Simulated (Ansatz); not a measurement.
Input file for Ansatz (a first-principles code): R-wB97X-V/def2-TZVPPD on GeH4 (SMILES [GeH4]) with ghost functions, monomers drawn apart or pushed together. Files ending in .json are basis or fitting sets from the Basis Set Exchange.

Ansatz 0.2 input:
```yaml
crystal:
  periodic: [false, false, false]
  atoms:
    - {symbol: Ge, position_ang: [0.11057783, 0.05083799, -0.08422467]}
    - {symbol: H, position_ang: [-1.40387662, 0.02942135, 0.15658022]}
    - {symbol: H, position_ang: [0.39073553, 0.12046956, -1.59506055]}
    - {symbol: H, position_ang: [0.74358985, -1.22941606, 0.48266219]}
    - {symbol: H, position_ang: [0.73231329, 1.27433504, 0.60332693]}
basis:
  gaussian:
    orbitals: def2-TZVPPD.json
    ghost_atoms:
      - {symbol: Se, position_ang: [-0.07916195, -0.64465257, 3.40590544]}
      - {symbol: H, position_ang: [-0.28193461, 0.36610587, 4.45506798]}
      - {symbol: H, position_ang: [1.27995339, -0.15040496, 3.14353930]}
hamiltonian:
  xc: {name: wB97X-V}
scf: {lower_state_search: off}
```

Program output:

```
Functional definition: wB97X-V
[...]
these checks for a lower state are left out or cut short: stability, starts, cluster_reference, orbital_swaps, neighbouring_geometries, increment
integrals: 0.20 GiB planned
1169 factors; their error is unknown
integrals: 0.23 GiB planned
299 factors; integrals over basis functions are off by at most 3.6e-5 eV
mean field: 1.34 GiB planned
mean field evaluation 1: about -56577.4372 eV, gradient 1.6e1 eV
mean field evaluation 2: about -56577.5623 eV, gradient 1.5e1 eV
mean field evaluation 4: about -56577.6991 eV, gradient 1.2e-1 eV
mean field evaluation 8: about -56577.8532 eV, gradient 1.3e-2 eV
mean field -56577.85316834 eV, -2079.1977540902 hartree, gradient 5.8e-6 eV, S^2 0.000000; 0 other end points of the search recorded, 0 dependent functions left out
reference -56577.85316633 eV, -2079.1977540164 hartree; 18, 18 occupied and 195, 195 virtual orbitals, 1169 factors
Total energy: -56577.85316633 eV, -2079.1977540164 hartree
Checks for a lower state left out: stability, starts, cluster_reference, orbital_swaps, neighbouring_geometries, increment
```

Self-consistency was reached.

Cost: around 13 core-seconds (rough).
